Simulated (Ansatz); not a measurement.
This geometry of CH7NOSiTe (12 atoms, charge 0, multiplicity 1) is a first-order saddle point.

Computed with RKS revPBE/def2-SVP in Ansatz.

```xyz
12
Properties=species:S:1:pos:R:3
O -2.238 1.450 0.273
Si -1.460 -0.043 0.349
N 0.034 0.087 -0.583
C 1.179 -0.732 -0.400
Te 2.658 -0.172 1.280
H -3.017 1.461 -0.309
H -1.141 -0.387 1.777
H -2.354 -1.116 -0.225
H 0.228 1.012 -0.979
H 1.839 -0.766 -1.288
H 0.907 -1.769 -0.126
H 3.442 0.921 0.266
```

(1) Which two structures does it join? (They come from a converged band through this point; their orientation in space is the band's.)

(2) How far does it lie above each of them?

Results:

(1) No bond is made or broken. The dihedral H7–Si2–N3–C4 goes from -66 to 111°.

Image 0:

```xyz
12
Properties=species:S:1:pos:R:3
O -1.663 1.331 0.781
Si -1.658 -0.201 0.079
N -0.064 -0.709 -0.491
C 1.132 -0.661 0.271
Te 2.216 1.368 0.423
H -1.130 1.994 0.304
H -2.132 -1.095 1.183
H -2.519 -0.325 -1.149
H 0.086 -0.684 -1.504
H 1.924 -1.331 -0.112
H 0.949 -0.892 1.339
H 2.936 1.154 -1.088
```

Image 8:

```xyz
12
Properties=species:S:1:pos:R:3
O -2.833 0.032 -0.451
Si -1.428 0.451 0.382
N 0.012 -0.042 -0.512
C 1.155 -0.706 0.015
Te 2.831 0.577 0.922
H -2.900 -0.913 -0.676
H -1.567 1.935 0.529
H -1.283 -0.239 1.713
H 0.187 0.424 -1.408
H 1.692 -1.307 -0.743
H 0.891 -1.357 0.871
H 3.321 1.090 -0.607
```

(2) 0.173 eV above the first and 0.105 eV above the second. This is the barrier of this one path; another mechanism may lie lower.

Time of the run: 9.1 min on 2 threads of Arm Neoverse V1, on a shared host, peak memory 0.18 GiB.
